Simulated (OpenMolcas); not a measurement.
Re5+ (d2) among equal point charges was computed by CASSCF with the d shell active (OpenMolcas, ANO-RCC-VDZP on the metal). Its lowest spin-free states, and all those of the highest spin:

```json
{"2S+1": "3", "Degeneracy": "3", "E (cm-1)": "0.0"}
{"2S+1": "3", "Degeneracy": "3", "E (cm-1)": "3934"}
{"2S+1": "3", "Degeneracy": "1", "E (cm-1)": "8599"}
{"2S+1": "1", "Degeneracy": "3", "E (cm-1)": "12459"}
{"2S+1": "1", "Degeneracy": "2", "E (cm-1)": "13124"}
{"2S+1": "3", "Degeneracy": "3", "E (cm-1)": "16218"}
{"2S+1": "1", "Degeneracy": "3", "E (cm-1)": "19586"}
{"2S+1": "1", "Degeneracy": "3", "E (cm-1)": "21429"}
{"2S+1": "1", "Degeneracy": "1", "E (cm-1)": "21470"}
{"2S+1": "1", "Degeneracy": "2", "E (cm-1)": "23729"}
{"2S+1": "1", "Degeneracy": "1", "E (cm-1)": "47695"}
```

Problem. Is the site octahedral, tetrahedral or cube-like, axial, or of lower symmetry?

Solution. The states with 2S+1 = 3 have orbital degeneracies 3, 3, 1, 3. Threefold states need a cubic site. For d2 at this spin an octahedron puts the threefold T1 below the threefold T2 and a tetrahedron or cube puts the single A2 below the threefold T2, so the site is octahedral. The run had Re5+ among 6 point charges of -1.36 e arranged as an octahedron (Oh), 2.22 Å from the ion.

Spin-orbit coupling mixes the spin-free states strongly: the lowest level takes only 67 % from its leading state, 3T1. Without dynamic correlation the repulsion within the d shell is too large (B by tens of per cent), so at a given field states of lower spin stand too high. This field is weak: 10Dq is about 4732 cm-1, while octahedral complexes of 5d ions of charge 3 and more, computed by the same method with explicit ligands, had a median near 35000 cm-1. Ground spin and moment need not be those of a real site. This is an electrostatic model: the charges have no orbitals. No measured value stands beside these numbers.
